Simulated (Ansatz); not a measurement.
Mulliken charges of BrF$_{3}$Sn, SMILES `[F][Sn]([F])([F])[Br]` from B3LYP/def2-TZVPP in Ansatz (PBE0-D4/def2-TZVP geometry).

| atom | x (Å) | y (Å) | z (Å) | charge (e) |
| --- | --- | --- | --- | --- |
| F1 | -0.940 | -0.486 | 1.574 | -0.433 |
| Sn2 | 0.013 | -0.066 | 0.004 | 1.515 |
| F3 | 1.785 | -0.643 | 0.282 | -0.433 |
| F4 | -0.697 | -1.154 | -1.362 | -0.433 |
| Br5 | -0.111 | 2.275 | -0.539 | -0.217 |

Task: By hand: the dipole of these point charges (1 e Å = 4.8032 D).

Result: Σ q r = (-0.020, 0.395, -0.091) e Å, of length 0.406 e Å = 1.95 D.

Task: How does the dipole of the full density compare? (Estimate.)

Result: The calculation gave: (-0.023, 0.446, -0.103) e Å, 2.20 D; the point charges give 0.89 times that, at 0° from its direction.

Point charges leave out the atoms' own dipoles, such as those of lone pairs, and Mulliken's split depends on the basis, so the close match here is no proof of good charges.

B3LYP here is the variant with VWN-RPA as its local correlation; programs differ in this.
